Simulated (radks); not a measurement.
Tb III, configuration [Xe] 4f9 (the NIST ground configuration).

Method: scalar-relativistic Kohn-Sham, LDA (Slater exchange, Perdew-Wang correlation), spin-polarised, spherical densities, finite nucleus; open shells are filled with parallel spins first (spin-orbit coupling, left out, can overturn this in heavy ions); Fermi nuclear charge, rms radius 5.06 fm; computed with a radial shooting solver on a logarithmic mesh with Libxc functionals.

Energy parts (eV):
total: -318367.52
kinetic: 342518.01
electron-nucleus: -777343.96
Hartree: 123207.07
exchange-correlation: -6748.65

Orbitals (lengths in bohr, moments of r in powers of bohr; <r^-3> diverges for s and p1/2; r(max) is where P^2 peaks; r(90%) holds 90 % of the orbital's charge):
orbital	occ.	eigenvalue (eV)	r(max)	<r^2>	r(90%)	<r^-3>
1s up	1	-51816.96	0.01366	0.0006325	0.0389	-
1s down	1	-51816.96	0.01366	0.0006325	0.0389	-
2s up	1	-8602.239	0.07757	0.009902	0.142	-
2s down	1	-8602.162	0.07757	0.009901	0.142	-
2p up	3	-7649.746	0.06281	0.007992	0.132	12090
2p down	3	-7649.691	0.06281	0.007991	0.132	12090
3s up	1	-1918.596	0.2200	0.06565	0.351	-
3s down	1	-1916.682	0.2199	0.06558	0.351	-
3p up	3	-1624.738	0.2160	0.06584	0.357	2551
3p down	3	-1622.839	0.2159	0.06575	0.356	2555
3d up	5	-1240.503	0.1764	0.05517	0.338	343.2
3d down	5	-1239.021	0.1763	0.05507	0.337	343.8
4s up	1	-391.9813	0.5049	0.3316	0.779	-
4s down	1	-387.8327	0.5047	0.3317	0.779	-
4p up	3	-295.1615	0.5271	0.3750	0.836	572.5
4p down	3	-291.0603	0.5270	0.3754	0.836	571.8
4d up	5	-162.1683	0.5468	0.4523	0.939	64.25
4d down	5	-158.1518	0.5468	0.4539	0.941	64.05
4f up	7	-18.4746	0.5542	1.031	1.53	8.406
4f down	2	-15.0325	0.5568	1.185	1.65	8.025
5s up	1	-62.5187	1.177	1.957	1.90	-
5s down	1	-60.4402	1.186	2.002	1.93	-
5p up	3	-39.5564	1.342	2.732	2.28	75.32
5p down	3	-38.0124	1.357	2.824	2.32	71.76

The highest occupied level is 4f down at -15.033 eV. The density falls to 0.001 e/bohr^3 at r = 3.42 bohr. For comparison, the ionisation energy in NIST's Atomic Spectra Database is 21.82 eV (semi-empirical). In exact Kohn-Sham theory the highest level is minus the ionisation energy, but local and semilocal functionals leave it too shallow, through self-interaction and a potential that decays too fast; potentials with the right tail come closer.
